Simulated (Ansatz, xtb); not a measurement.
## C3H9BOSi: which of two isomers lies lower

Structure a: `B[C@@H]1CO[C@@H]1[SiH3]`, a singlet. Structure b: `BC1([SiH3])COC1`, a singlet. Both are isolated molecules in the gas phase, relaxed with PBE0-D3(BJ)/def2-SVP; the shapes shown needn't be the lowest conformers.

a (Å):

```xyz
15

C     0.3363    0.9629    2.2591
C    -0.3340    2.0612    3.1046
C     1.0306    2.1513    1.5481
B    -0.4596   -0.1539    1.5323
O     0.3788    3.0898    2.4247
Si    0.5336    2.4950   -0.2555
H    -0.1025   -0.5662    0.4514
H    -1.4022   -0.6815    2.0782
H     1.0587    0.3667    2.8594
H    -1.4269    2.1568    2.9722
H    -0.1158    2.0441    4.1870
H     2.1291    2.1791    1.6748
H     0.8536    3.9087   -0.6111
H     1.2405    1.5758   -1.2005
H    -0.9423    2.2725   -0.3747
```

b (Å):

```yaml
atoms:
  - { symbol: C, position_ang: [-0.6261, 1.5005, 1.4188] }
  - { symbol: C, position_ang: [-0.3439, 0.3274, 2.3897] }
  - { symbol: C, position_ang: [0.7002, 1.0529, 0.7560] }
  - { symbol: B, position_ang: [-0.8943, 2.9361, 1.8853] }
  - { symbol: O, position_ang: [0.8301, -0.0263, 1.6713] }
  - { symbol: Si, position_ang: [-2.1214, 1.1152, 0.2901] }
  - { symbol: H, position_ang: [-1.5610, 3.1426, 2.8749] }
  - { symbol: H, position_ang: [-0.5096, 3.8754, 1.2249] }
  - { symbol: H, position_ang: [-2.1696, 2.0438, -0.8780] }
  - { symbol: H, position_ang: [-1.9162, -0.2832, -0.1940] }
  - { symbol: H, position_ang: [-3.4059, 1.1960, 1.0469] }
  - { symbol: H, position_ang: [-0.1287, 0.6317, 3.4303] }
  - { symbol: H, position_ang: [-1.0790, -0.4992, 2.4199] }
  - { symbol: H, position_ang: [1.5268, 1.7819, 0.8399] }
  - { symbol: H, position_ang: [0.6553, 0.7059, -0.2938] }
```

Problem. Estimate which is lower in electronic energy at CCSD(T)/def2-SVP + ΔMP2/def2-TZVPP, and by roughly how much.

Solution. The CCSD(T)/def2-SVP + ΔMP2/def2-TZVPP calculation puts structure b lower, by 0.294 eV.

How the difference moves with the method:

| level | geometry | E(b) − E(a) (eV) | departure from the last row (eV) | job, with rough time for the two |
| --- | --- | --- | --- | --- |
| GFN2-xTB | GFN2-xTB | −0.122 | +0.172 | optimisation, 0.17 s |
| HF/STO-3G | GFN2-xTB | −0.140 | +0.154 | single point, 0.36 s |
| r2SCAN-D4/def2-SVP | GFN2-xTB | −0.277 | +0.016 | single point, 3 s |
| PBE0-D3(BJ)/def2-SVP | PBE0-D3(BJ)/def2-SVP | −0.261 | +0.033 | optimisation, 42 s |
| HF/def2-SVP | PBE0-D3(BJ)/def2-SVP | −0.194 | +0.100 | part of the CCSD(T) run |
| MP2/def2-SVP | PBE0-D3(BJ)/def2-SVP | −0.296 | −0.002 | part of the CCSD(T) run |
| CCSD(T)/def2-SVP | PBE0-D3(BJ)/def2-SVP | −0.270 | +0.024 | single point |
| CCSD(T)/def2-SVP + ΔMP2/def2-TZVPP | PBE0-D3(BJ)/def2-SVP | −0.294 |  | single point, 35 s |

As drawn, both hold the same kinds of bond in the same numbers.

None of the levels shown reverses the order. The largest departure from CCSD(T)/def2-SVP + ΔMP2/def2-TZVPP is that of GFN2-xTB, 0.172 eV. The last row adds to CCSD(T) the change of the MP2 difference between the two basis sets, here −0.024 eV.

With thermal terms from frequencies at re-optimised GFN2-xTB minima (ideal gas, soft modes damped towards free rotors, one conformer each, 298.15 K, 1 atm): the zero-point term adds +0.023 eV; ΔH is −0.276 and ΔG −0.258 eV.

The correlated steps freeze 10 core orbitals. Mirror images aren't counted in ΔG. Programs: Ansatz 0.2.0, xtb 6.7.1; the last row on 2 threads of Intel(R) Xeon(R) 6975P-C (Granite Rapids) on a shared host.
